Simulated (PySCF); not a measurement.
# Zn⁺ (zinc, charge +1) across methods

[Ar] 3d10 4p1, 2P determinant (an excited configuration). All numbers are calculated (PySCF 2.14, scalar relativity through the core potential, in aug-cc-pVTZ-PP with one added diffuse shell each of s, p, d, f, g type with ECP10MDF (7s7p6d4f3g, 113 functions)).

```
 method  E (hartree)  mean ε 3d α (eV)  mean ε 3d β (eV)  mean ε 4p α (eV)  Σ⟨r²⟩ (bohr²)   ⟨S²⟩
    LDA    -226.1404           -21.946           -21.841            -9.322          25.78  0.751
 r2SCAN    -226.4306           -21.748           -21.662            -9.474          25.67  0.755
    PBE    -226.5473           -21.641           -21.540            -9.290          25.94  0.752
    UHF   -225.46976           -32.261           -32.257           -11.278          26.71  0.753
   PBE0    -226.5001           -24.492           -24.414            -9.907          25.96  0.752
    M06    -226.6008           -24.622           -24.597            -9.760          25.70  0.752
LC-wPBE    -226.5811           -26.992           -26.904           -12.014          25.85  0.754
wB97X-V    -226.5019           -26.942           -26.879           -11.605          26.06  0.752
```

Energies and moments cover only the electrons outside the core potential.
